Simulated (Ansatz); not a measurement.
Relaxation of CH5FSi2 (9 atoms, charge 0, multiplicity 1), to a largest force component of 0.015 eV/Å in at most 40 steps.

All numbers below come from Ansatz, RKS PBE/cc-pVDZ.

```xyz
9
Properties=species:S:1:pos:R:3:forces:R:3
F 0.862 0.095 -2.369 -0.34 -1.08 -1.23
Si 1.050 0.992 -1.043 -0.94 -0.32 2.11
C 0.243 0.562 0.456 0.41 -0.12 -1.47
Si -0.886 -0.913 0.727 0.49 0.57 -0.24
H 1.935 2.022 -1.536 0.65 0.97 0.10
H 0.409 1.207 1.307 0.21 0.57 0.57
H -2.073 -0.873 -0.141 -0.60 0.02 -0.44
H -0.202 -2.191 0.476 0.34 -0.64 -0.13
H -1.338 -0.900 2.124 -0.22 0.03 0.72
```

Question: Where does it end, and by what steps?

Answer: It converged. The force dipped under the threshold on the way, but the program's further checks kept it going. After 20 steps the energy has fallen by 0.247 eV; F1 moved furthest, 0.88 Å.

```json
{"step": "0", "energy less start (eV)": "0.0000", "largest force component (eV/Å)": "2.114", "accepted": "yes"}
{"step": "1", "energy less start (eV)": "-0.1590", "largest force component (eV/Å)": "0.930", "accepted": "yes"}
{"step": "2", "energy less start (eV)": "-0.1888", "largest force component (eV/Å)": "0.096", "accepted": "yes"}
{"step": "3", "energy less start (eV)": "-0.1905", "largest force component (eV/Å)": "0.049", "accepted": "yes"}
{"step": "4", "energy less start (eV)": "-0.1923", "largest force component (eV/Å)": "0.110", "accepted": "yes"}
{"step": "5", "energy less start (eV)": "-0.1934", "largest force component (eV/Å)": "0.026", "accepted": "yes"}
{"step": "6", "energy less start (eV)": "-0.1938", "largest force component (eV/Å)": "0.023", "accepted": "yes"}
{"step": "7", "energy less start (eV)": "-0.1917", "largest force component (eV/Å)": "0.232", "accepted": "no"}
{"step": "8", "energy less start (eV)": "-0.1911", "largest force component (eV/Å)": "0.251", "accepted": "no"}
{"step": "9", "energy less start (eV)": "-0.1940", "largest force component (eV/Å)": "0.009", "accepted": "yes"}
{"step": "10", "energy less start (eV)": "-0.1965", "largest force component (eV/Å)": "0.074", "accepted": "yes"}
{"step": "11", "energy less start (eV)": "-0.1995", "largest force component (eV/Å)": "0.231", "accepted": "yes"}
{"step": "12", "energy less start (eV)": "-0.2055", "largest force component (eV/Å)": "0.238", "accepted": "yes"}
{"step": "13", "energy less start (eV)": "-0.2154", "largest force component (eV/Å)": "0.393", "accepted": "yes"}
{"step": "14", "energy less start (eV)": "-0.2148", "largest force component (eV/Å)": "0.569", "accepted": "no"}
{"step": "15", "energy less start (eV)": "-0.2331", "largest force component (eV/Å)": "0.152", "accepted": "yes"}
{"step": "16", "energy less start (eV)": "-0.2408", "largest force component (eV/Å)": "0.040", "accepted": "yes"}
{"step": "17", "energy less start (eV)": "-0.2441", "largest force component (eV/Å)": "0.143", "accepted": "yes"}
{"step": "18", "energy less start (eV)": "-0.2239", "largest force component (eV/Å)": "0.760", "accepted": "no"}
{"step": "19", "energy less start (eV)": "-0.2464", "largest force component (eV/Å)": "0.064", "accepted": "yes"}
{"step": "20", "energy less start (eV)": "-0.2466", "largest force component (eV/Å)": "0.009", "accepted": "yes"}
```

```xyz
9
Properties=species:S:1:pos:R:3
F 1.553 -0.341 -2.047
Si 1.148 0.867 -0.993
C 0.020 0.667 0.285
Si -0.927 -0.883 0.716
H 1.929 2.086 -1.373
H -0.129 1.581 0.890
H -2.420 -0.660 0.616
H -0.539 -1.993 -0.227
H -0.636 -1.324 2.134
```

Run time: 60 s on 1 thread of Arm Neoverse V1 (shared host), peak memory 0.12 GiB.
